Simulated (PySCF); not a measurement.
A calculated (TPSSh, PySCF 2.14, aug-cc-pVDZ-DK, scalar relativity by spin-free X2C-1e) atom or ion has these occupied shells.

```json
{"shell": "1s α", "electrons": "1", "orbital energy (eV)": "-11033.4", "rms radius, mean of both spins (bohr)": "0.0542"}
{"shell": "1s β", "electrons": "1", "orbital energy (eV)": "-11033.4", "rms radius, mean of both spins (bohr)": "0.0542"}
{"shell": "2s α", "electrons": "1", "orbital energy (eV)": "-1427.2", "rms radius, mean of both spins (bohr)": "0.227"}
{"shell": "2s β", "electrons": "1", "orbital energy (eV)": "-1426.5", "rms radius, mean of both spins (bohr)": "0.227"}
{"shell": "2p α", "electrons": "3", "orbital energy (eV)": "-1251.3", "rms radius, mean of both spins (bohr)": "0.203"}
{"shell": "2p β", "electrons": "3", "orbital energy (eV)": "-1250.6", "rms radius, mean of both spins (bohr)": "0.203"}
{"shell": "3s α", "electrons": "1", "orbital energy (eV)": "-210.50", "rms radius, mean of both spins (bohr)": "0.664"}
{"shell": "3s β", "electrons": "1", "orbital energy (eV)": "-208.69", "rms radius, mean of both spins (bohr)": "0.664"}
{"shell": "3p α", "electrons": "3", "orbital energy (eV)": "-155.89", "rms radius, mean of both spins (bohr)": "0.694"}
{"shell": "3p β", "electrons": "3", "orbital energy (eV)": "-154.02", "rms radius, mean of both spins (bohr)": "0.694"}
{"shell": "3d α", "electrons": "5", "orbital energy (eV)": "-66.561", "rms radius, mean of both spins (bohr)": "0.793"}
{"shell": "3d β", "electrons": "4", "orbital energy (eV)": "-65.124", "rms radius, mean of both spins (bohr)": "0.793"}
{"shell": "4s α", "electrons": "1", "orbital energy (eV)": "-34.120", "rms radius, mean of both spins (bohr)": "2.00"}
{"shell": "4s β", "electrons": "1", "orbital energy (eV)": "-32.531", "rms radius, mean of both spins (bohr)": "2.00"}
{"shell": "4p α", "electrons": "1", "orbital energy (eV)": "-24.120", "rms radius, mean of both spins (bohr)": "2.31"}
```

Question: Name the element and its charge.

Answer: Ge²⁺ (germanium, charge +2), in [Ar] 3d9 4s2 4p1, one real determinant (an excited configuration).
